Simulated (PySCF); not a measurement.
A structure optimised at ωB97X-D3(BJ)/def2-SVP, used in a PySCF frequency run:

```
C
C 1 1.3350
O 1 1.3770 2 123.54
B 3 1.3602 1 127.68 2 -33.98
F 4 1.3428 3 121.88 1 -7.68
O 4 1.3556 5 120.01 3 179.18
H 6 0.9633 4 112.23 5 -0.33
H 2 1.0912 1 122.07 3 1.94
H 2 1.0914 8 118.37 1 -179.56
C 1 1.4994 2 125.50 8 179.66
H 10 1.0980 1 111.22 2 -0.15
H 10 1.1016 11 109.22 1 121.41
H 10 1.1020 11 109.17 12 117.00
```
Charge 0, spin multiplicity 1.

### Question
Write its SMILES and formula.

### Answer
C=C(C)OB(O)F, C₃H₆BFO₂

### Question
What are its rotational constants (standard atomic weights)?

### Answer
5.0984, 1.7285, 1.3837 GHz
